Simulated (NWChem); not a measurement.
System: GaHOF₂; SMILES [OH][Ga]([F])[F]

The following NWChem deck was run.

```
start job
memory heap 200 mb stack 900 mb global 1100 mb
geometry units angstroms noautosym nocenter noautoz
  Ga    -0.000464     0.005831     0.000000
  F     -1.628179    -0.607927     0.000000
  F      0.199886     1.725372     0.000000
  O      1.390999    -1.069831     0.000000
  H      1.142899    -2.001660     0.000000
end
basis spherical
  * library 6-31g*
end
dft
  xc b3lyp
  iterations 150
end
property
  efieldgrad
end
task dft property
```

Output (shortened):

```
             Northwest Computational Chemistry Package (NWChem) 7.3.0
             --------------------------------------------------------

                             Geometry "geometry" -> ""
                             -------------------------

 Output coordinates in angstroms (scale by  1.889725989 to convert to a.u.)

  No.       Tag          Charge          X              Y              Z
 ---- ---------------- ---------- -------------- -------------- --------------
    1 Ga                  31.0000    -0.00046400     0.00583100     0.00000000
    2 F                    9.0000    -1.62817900    -0.60792700     0.00000000
    3 F                    9.0000     0.19988600     1.72537200     0.00000000
    4 O                    8.0000     1.39099900    -1.06983100     0.00000000
    5 H                    1.0000     1.14289900    -2.00166000     0.00000000

 Effective nuclear repulsion energy (a.u.)     298.5131689541

                              NWChem Property Module
                              ----------------------

  itol2e modified to match energy
  convergence criterion.

                                 NWChem DFT Module
                                 -----------------

 Summary of "ao basis" -> "ao basis" (spherical)
 ------------------------------------------------------------------------------
       Tag                 Description            Shells   Functions and Types
 ---------------- ------------------------------  ------  ---------------------
 Ga                          6-31g*                 12       32   5s4p3d
 F                           6-31g*                  6       14   3s2p1d
 O                           6-31g*                  6       14   3s2p1d
 H                           6-31g*                  2        2   2s

  itol2e modified to match energy
  convergence criterion.

            General Information
            -------------------
          SCF calculation type: DFT
          Wavefunction type:  closed shell.
          No. of atoms     :     5
          No. of electrons :    58
           Alpha electrons :    29
            Beta electrons :    29
          Charge           :     0
          Spin multiplicity:     1
          Use of symmetry is: off; symmetry adaption is: off
          Maximum number of iterations: 150
          AO basis - number of functions:    76
                     number of shells:    32
          Convergence on energy requested:  1.00D-07
          Convergence on density requested:  1.00D-05
          Convergence on gradient requested:  5.00D-04

              XC Information
              --------------
                         B3LYP Method XC Potential
                     Hartree-Fock (Exact) Exchange  0.200
                        Slater Exchange Functional  0.800 local
                    Becke 1988 Exchange Functional  0.720 non-local
              Lee-Yang-Parr Correlation Functional  0.810
                  VWN I RPA Correlation Functional  0.190 local

             Grid Information
             ----------------
          Grid used for XC integration:  fine
          Radial quadrature: Mura-Knowles
          Angular quadrature: Lebedev.
          Tag              B.-S. Rad. Rad. Pts. Rad. Cut. Ang. Pts.
          ---              ---------- --------- --------- ---------
          Ga                  1.30      140           8.0       974
          F                   0.50       70          10.0       590
          O                   0.60       70           8.0       590
          H                   0.35       60          10.0       590
          Grid pruning is: on
          Number of quadrature shells:   410
          Spatial weights used:  Erf1

      Superposition of Atomic Density Guess
      -------------------------------------

 Sum of atomic energies:       -2196.94264713

      Non-variational initial energy
      ------------------------------

 Total energy =   -2197.181465
 1-e energy   =   -3661.115745
 2-e energy   =    1165.421111
 HOMO         =      -0.488807
 LUMO         =      -0.093176

   convergence    iter        energy       DeltaE   RMS-Dens  Diis-err
 ---------------- ----- ----------------- --------- --------- ---------
 d= 0,ls=0.0,diis     1  -2200.0805855686 -2.50D+03  2.48D-02  1.17D+00
 d= 0,ls=0.0,diis     2  -2199.9123349465  1.68D-01  1.30D-02  3.45D+00
 d= 0,ls=0.0,diis     3  -2200.2154419672 -3.03D-01  8.84D-04  2.62D-02
 d= 0,ls=0.0,diis     4  -2200.2163961581 -9.54D-04  4.18D-04  8.28D-03
 d= 0,ls=0.0,diis     5  -2200.2167510091 -3.55D-04  1.70D-04  4.88D-04
  Resetting Diis
 d= 0,ls=0.0,diis     6  -2200.2167826403 -3.16D-05  5.65D-05  9.31D-05
 d= 0,ls=0.0,diis     7  -2200.2167898589 -7.22D-06  8.24D-06  1.98D-07
 d= 0,ls=0.0,diis     8  -2200.2167898295  2.94D-08  5.12D-06  5.36D-07

         Total DFT energy =    -2200.216789829524
      One electron energy =    -3661.532648060951
           Coulomb energy =     1267.929298943313
    Exchange-Corr. energy =     -105.126609666031
 Nuclear repulsion energy =      298.513168954145

 Numeric. integr. density =       57.999999878361

                       DFT Final Molecular Orbital Analysis
                       ------------------------------------

 Vector   27  Occ=2.000000D+00  E=-3.876760D-01
              MO Center= -5.4D-01,  7.1D-01,  9.3D-10, r^2= 2.6D+00
   Bfn.  Coefficient  Atom+Function         Bfn.  Coefficient  Atom+Function
  ----- ------------  ---------------      ----- ------------  ---------------
    49      0.497886  3 F  px                36      0.428368  2 F  py
    53      0.352996  3 F  px                40      0.303533  2 F  py
    22     -0.080757  1 Ga d  2              50      0.064982  3 F  py
    15      0.050575  1 Ga px                16      0.048291  1 Ga py
    32      0.041338  1 Ga d  2              18     -0.038075  1 Ga d -2

 Vector   28  Occ=2.000000D+00  E=-3.653276D-01
              MO Center=  6.3D-01, -7.9D-01,  2.2D-09, r^2= 2.7D+00
   Bfn.  Coefficient  Atom+Function         Bfn.  Coefficient  Atom+Function
  ----- ------------  ---------------      ----- ------------  ---------------
    63      0.511182  4 O  px                67      0.344153  4 O  px
    35      0.284921  2 F  px                39      0.190338  2 F  px
    66      0.173724  4 O  s                 36     -0.165652  2 F  py
    10      0.137074  1 Ga s                 11     -0.133045  1 Ga px
    40     -0.124435  2 F  py                18     -0.119722  1 Ga d -2

 Vector   29  Occ=2.000000D+00  E=-3.437949D-01
              MO Center=  1.2D+00, -9.5D-01, -4.2D-09, r^2= 1.2D+00
   Bfn.  Coefficient  Atom+Function         Bfn.  Coefficient  Atom+Function
  ----- ------------  ---------------      ----- ------------  ---------------
    65      0.607840  4 O  pz                69      0.452345  4 O  pz
    37     -0.116699  2 F  pz                51     -0.113712  3 F  pz
    13      0.112171  1 Ga pz                41     -0.089127  2 F  pz
    55     -0.084525  3 F  pz                21      0.064605  1 Ga d  1
    19      0.051713  1 Ga d -1               9     -0.044270  1 Ga pz

 Vector   30  Occ=0.000000D+00  E=-7.771153D-02
              MO Center=  5.6D-02, -1.4D-01, -1.6D-08, r^2= 3.8D+00
   Bfn.  Coefficient  Atom+Function         Bfn.  Coefficient  Atom+Function
  ----- ------------  ---------------      ----- ------------  ---------------
    14      0.706549  1 Ga s                 10     -0.512764  1 Ga s
    66     -0.371745  4 O  s                  6      0.233937  1 Ga s
    38     -0.231511  2 F  s                 52     -0.218967  3 F  s
    63      0.216553  4 O  px                50      0.203893  3 F  py
    67      0.191164  4 O  px                35     -0.188034  2 F  px

 Vector   31  Occ=0.000000D+00  E=-2.423027D-02
              MO Center=  8.3D-03, -1.0D-02,  2.5D-08, r^2= 3.9D+00
   Bfn.  Coefficient  Atom+Function         Bfn.  Coefficient  Atom+Function
  ----- ------------  ---------------      ----- ------------  ---------------
    13      0.685738  1 Ga pz                17      0.459827  1 Ga pz
    65     -0.216450  4 O  pz                69     -0.215910  4 O  pz
     9     -0.203675  1 Ga pz                37     -0.180174  2 F  pz
    51     -0.179559  3 F  pz                41     -0.164689  2 F  pz
    55     -0.162819  3 F  pz                 5      0.060364  1 Ga pz

 Vector   32  Occ=0.000000D+00  E= 3.538559D-02
              MO Center=  1.7D-01, -7.3D-01, -3.4D-10, r^2= 7.1D+00
   Bfn.  Coefficient  Atom+Function         Bfn.  Coefficient  Atom+Function
  ----- ------------  ---------------      ----- ------------  ---------------
    16      0.879227  1 Ga py                66      0.493057  4 O  s
    76     -0.440685  5 H  s                 10     -0.340314  1 Ga s
    15     -0.274258  1 Ga px                68     -0.260890  4 O  py
    52     -0.258362  3 F  s                 64     -0.201914  4 O  py
    14     -0.142846  1 Ga s                 36     -0.143278  2 F  py

     Multipole analysis of the density
     ---------------------------------

     L   x y z        total         alpha         beta         nuclear
     -   - - -        -----         -----         ----         -------
     0   0 0 0     -0.000000    -29.000000    -29.000000     58.000000

     1   1 0 0      0.130186      0.630244      0.630244     -1.130302
     1   0 1 0     -0.799236     -0.094860     -0.094860     -0.609516
     1   0 0 1      0.000000      0.000000      0.000000      0.000000

     2   2 0 0    -27.519546    -86.972916    -86.972916    146.426285
     2   1 1 0     -1.393670      3.196740      3.196740     -7.787151
     2   1 0 1      0.000000      0.000000      0.000000      0.000000
     2   0 2 0    -22.335427    -88.449755    -88.449755    154.564083
     2   0 1 1     -0.000000     -0.000000     -0.000000      0.000000
     2   0 0 2    -20.647178    -10.323589    -10.323589      0.000000

          -----------------------
          Electric field gradient
          -----------------------

 1 a.u. = 0.324123 10**(16) esu/cm**3  ( or statvolts/cm**2 ) = 0.97174 10**(22) v/m**2

 ------------------------------------------------------------
   Atom      X         Y         Z
 ------------------------------------------------------------
    1 Ga  -0.00088   0.01102   0.00000
 ------------------------------------------------------------

 Electric field gradient in molecular frame (a.u.)
         XX             YY             ZZ             XY             XZ             YZ
 ------------------------------------------------------------------------------------------
        0.810341       0.927207      -1.737549      -0.224323       0.000000      -0.000000

 Principal components (a.u.) and orientation
 of principal axis w.r.t. absolute frame                      Asymmetry parameter eta
 --------------------------------------------------------------------------------------
       -1.737549       1.100583       0.636966                       0.266823

        0.000000      -0.611525       0.791225
        0.000000       0.791225       0.611525
        1.000000      -0.000000      -0.000000

 ------------------------------------------------------------
   Atom      X         Y         Z
 ------------------------------------------------------------
    2 F   -3.07681  -1.14882   0.00000
 ------------------------------------------------------------

 Electric field gradient in molecular frame (a.u.)
         XX             YY             ZZ             XY             XZ             YZ
 ------------------------------------------------------------------------------------------
       -1.098474       0.542941       0.555534      -0.754038       0.000000      -0.000000

 Principal components (a.u.) and orientation
 of principal axis w.r.t. absolute frame                      Asymmetry parameter eta
 --------------------------------------------------------------------------------------
       -1.392278       0.836744       0.555534                       0.201979

        0.931768      -0.363054      -0.000000
        0.363054       0.931768       0.000000
       -0.000000      -0.000000       1.000000

 ------------------------------------------------------------
   Atom      X         Y         Z
 ------------------------------------------------------------
    3 F    0.37773   3.26048   0.00000
 ------------------------------------------------------------

 Electric field gradient in molecular frame (a.u.)
         XX             YY             ZZ             XY             XZ             YZ
 ------------------------------------------------------------------------------------------
        0.848609      -1.428551       0.579941      -0.265186       0.000000      -0.000000

 Principal components (a.u.) and orientation
 of principal axis w.r.t. absolute frame                      Asymmetry parameter eta
 --------------------------------------------------------------------------------------
       -1.459025       0.879084       0.579941                       0.205029

        0.114165       0.993462      -0.000000
        0.993462      -0.114165      -0.000000
        0.000000       0.000000       1.000000

 ------------------------------------------------------------
   Atom      X         Y         Z
 ------------------------------------------------------------
    4 O    2.62861  -2.02169   0.00000
 ------------------------------------------------------------

 Electric field gradient in molecular frame (a.u.)
         XX             YY             ZZ             XY             XZ             YZ
 ------------------------------------------------------------------------------------------
        0.089040      -1.233291       1.144250       0.143558      -0.000000       0.000000

 Principal components (a.u.) and orientation
 of principal axis w.r.t. absolute frame                      Asymmetry parameter eta
 --------------------------------------------------------------------------------------
       -1.248697       1.144250       0.104446                       0.832712

       -0.106702      -0.000000       0.994291
        0.994291       0.000000       0.106702
       -0.000000       1.000000       0.000000

 ------------------------------------------------------------
   Atom      X         Y         Z
 ------------------------------------------------------------
    5 H    2.15977  -3.78259   0.00000
 ------------------------------------------------------------

 Electric field gradient in molecular frame (a.u.)
         XX             YY             ZZ             XY             XZ             YZ
 ------------------------------------------------------------------------------------------
        0.174193      -0.422071       0.247879      -0.168665       0.000000       0.000000

 Principal components (a.u.) and orientation
 of principal axis w.r.t. absolute frame                      Asymmetry parameter eta
 --------------------------------------------------------------------------------------
       -0.466475       0.247879       0.218596                       0.062774

        0.254590       0.000000       0.967049
        0.967049      -0.000000      -0.254590
       -0.000000       1.000000      -0.000000
```

Level: B3LYP/6-31G* (spherical d). Coordinates come from a PBE0/def2-SVP optimisation. NWChem prints the field gradient with the sign opposite to the second derivative of the potential.
